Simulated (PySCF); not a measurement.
**Pt³⁺ (platinum, charge +3) across methods**

[Xe] 4f14 5d7, high-spin 4F determinant. All numbers are calculated (PySCF 2.14, a scalar-relativistic core potential, in def2-SVPD with the def2 core potential (60 electrons) (6s4p2d1f, 35 functions)).

```csv
method,E (hartree),mean ε 5p β (eV),mean ε 5d α (eV),mean ε 5d β (eV),Σ⟨r²⟩ (bohr²),⟨S²⟩
wB97M-V,-117.0076,-96.093,-44.648,-42.784,28.62,3.751
PBE0,-117.0741,-93.229,-42.276,-40.213,28.60,3.751
r2SCAN,-117.1236,-91.299,-40.862,-38.615,28.55,3.751
TPSSh,-117.0575,-91.580,-41.062,-39.235,28.61,3.751
UHF,-116.40362,-101.36,-47.107,-44.452,28.54,3.753
PBE,-117.0952,-90.059,-40.319,-38.400,28.68,3.750
MN15,-116.8644,-92.918,-42.531,-40.594,28.82,3.751
LDA,-116.8262,-89.902,-40.304,-38.314,28.81,3.750
```

(1) Estimate the same row for r2SCAN0.

Energies and moments cover only the electrons outside the core potential. Spin-orbit coupling, absent here, splits the open shell strongly.

Answers

(1) E (hartree) = -117.0814; mean ε 5p β (eV) = -94.032; mean ε 5d α (eV) = -42.672; mean ε 5d β (eV) = -40.371; Σ⟨r²⟩ (bohr²) = 28.53; ⟨S²⟩ = 3.751.
